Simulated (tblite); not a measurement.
C7H7BrOS.
Numbering: `[CH3:1][c:2]1[cH:3][s:4][c:5]([C:6](=[O:7])[Br:8])[c:9]1[CH3:10]` (hydrogens: H11, H12, H13 on C1; H14 on C3; H15, H16, H17 on C10)

Computed with GFN2-xTB (tblite), gas phase: L-BFGS steps from a force-field or distance-geometry start until the largest atomic force falls under 0.01 eV/Å.

The end geometry, which sets the zero of energy:
```
atom  x, y, z in Å
C1     -2.2647   -0.4850    0.0973
C2     -1.0380    0.3586    0.0105
C3     -1.0448    1.7248   -0.0538
S4      0.5116    2.4145   -0.1326
C5      1.2326    0.8339   -0.0832
C6      2.6458    0.6571   -0.1132
O7      3.2980   -0.3367   -0.1012
Br8     3.6224    2.3996   -0.1799
C9      0.2750   -0.1699   -0.0070
C10     0.5530   -1.6288    0.0517
H11    -3.1565    0.1334    0.0496
H12    -2.2750   -1.0417    1.0337
H13    -2.2890   -1.2043   -0.7198
H14    -1.9060    2.3650   -0.0551
H15     0.1369   -2.1198   -0.8280
H16     0.0729   -2.0617    0.9285
H17     1.6187   -1.8269    0.0927
```

Task: These geometries come from the run, each turned onto the end geometry. Order them by energy, lowest first.
A.
```
atom  x, y, z in Å
C1     -2.2676   -0.4830    0.0793
C2     -1.0387    0.3574   -0.0030
C3     -1.0457    1.7241   -0.0592
S4      0.5104    2.4155   -0.1127
C5      1.2315    0.8346   -0.0648
C6      2.6450    0.6582   -0.0730
O7      3.2976   -0.3346   -0.0350
Br8     3.6232    2.3988   -0.1687
C9      0.2740   -0.1717   -0.0122
C10     0.5555   -1.6314    0.0342
H11    -3.1570    0.1347   -0.0030
H12    -2.2978   -1.0103    1.0318
H13    -2.2783   -1.2270   -0.7153
H14    -1.9067    2.3644   -0.0652
H15    -0.0320   -2.1517   -0.7219
H16     0.2699   -2.0339    1.0065
H17     1.6095   -1.8319   -0.1274
```
B.
```
atom  x, y, z in Å
C1     -2.2790   -0.4855    0.0255
C2     -1.0537    0.3652   -0.0322
C3     -1.0538    1.7318   -0.1099
S4      0.5089    2.4133   -0.1450
C5      1.2184    0.8342   -0.0469
C6      2.6267    0.6358   -0.0129
O7      3.2577   -0.3676    0.0733
Br8     3.6311    2.3589   -0.1279
C9      0.2563   -0.1665   -0.0057
C10     0.5710   -1.6165    0.0763
H11    -3.1615    0.1103    0.2427
H12    -2.1670   -1.2456    0.7964
H13    -2.4316   -0.9912   -0.9282
H14    -1.9084    2.3808   -0.1469
H15    -0.2387   -2.2167   -0.3315
H16     0.7220   -1.8988    1.1193
H17     1.4945   -1.8301   -0.4562
```
C.
```
atom  x, y, z in Å
C1     -2.2276   -0.5195    0.0186
C2     -1.0262    0.3938   -0.0419
C3     -1.1527    1.7380   -0.1211
S4      0.4750    2.5128   -0.1675
C5      1.2414    0.8312   -0.0313
C6      2.6871    0.6638   -0.0144
O7      3.2623   -0.4493    0.0659
Br8     3.8350    2.2018   -0.0990
C9      0.2445   -0.0931    0.0140
C10     0.5400   -1.5692    0.1156
H11    -3.1316    0.0423    0.2909
H12    -2.1026   -1.2993    0.7866
H13    -2.3834   -0.9961   -0.9474
H14    -2.1029    2.2803   -0.1731
H15    -0.2816   -2.1408   -0.3671
H16     0.6850   -1.8212    1.1825
H17     1.4310   -1.7635   -0.5212
```
D.
```
atom  x, y, z in Å
C1     -2.2786   -0.4818    0.0175
C2     -1.0445    0.3561   -0.0093
C3     -1.0499    1.7235   -0.0516
S4      0.5071    2.4155   -0.0864
C5      1.2258    0.8351   -0.0373
C6      2.6372    0.6484   -0.0499
O7      3.2797   -0.3500    0.0071
Br8     3.6245    2.3805   -0.1930
C9      0.2682   -0.1716    0.0017
C10     0.5690   -1.6256    0.0728
H11    -3.1638    0.1474    0.0382
H12    -2.2813   -1.1233    0.8970
H13    -2.3242   -1.1165   -0.8670
H14    -1.9115    2.3628   -0.0649
H15    -0.2052   -2.1997   -0.4300
H16     0.6045   -1.9427    1.1160
H17     1.5358   -1.8461   -0.3706
```
E.
```
atom  x, y, z in Å
C1     -2.2566   -0.5140    0.0304
C2     -1.0536    0.3705   -0.0260
C3     -1.0738    1.7332   -0.1195
S4      0.4745    2.4595   -0.1561
C5      1.2134    0.8872   -0.0456
C6      2.6170    0.6455   -0.0129
O7      3.1673   -0.4092    0.0665
Br8     3.7517    2.2738   -0.1101
C9      0.2686   -0.1330    0.0009
C10     0.5684   -1.5854    0.0763
H11    -3.1478    0.0584    0.2685
H12    -2.1098   -1.2868    0.7827
H13    -2.4021   -0.9979   -0.9357
H14    -1.9490    2.3508   -0.1743
H15    -0.2745   -2.1450   -0.3194
H16     0.7122   -1.8708    1.1186
H17     1.4867   -1.8246   -0.4538
```

Result: A (0.003 eV), D (0.006 eV), B (0.016 eV), E (0.055 eV), C (0.711 eV).

In the order of the answer:

```csv
step,E above end (eV),largest force (eV/Å),rms force component (eV/Å),rms distance from end (Å),rms bond change (Å),bond most changed (Å)
96,0.003,0.03,0.010,0.093,0.000,C9–C10 +0.001
64,0.006,0.01,0.005,0.233,0.001,C10–H15 -0.003
21,0.016,0.08,0.023,0.300,0.002,S4–C5 -0.004
9,0.055,0.22,0.074,0.314,0.004,C6–Br8 -0.012
0,0.711,3.74,1.132,0.334,0.049,S4–C5 +0.115
```
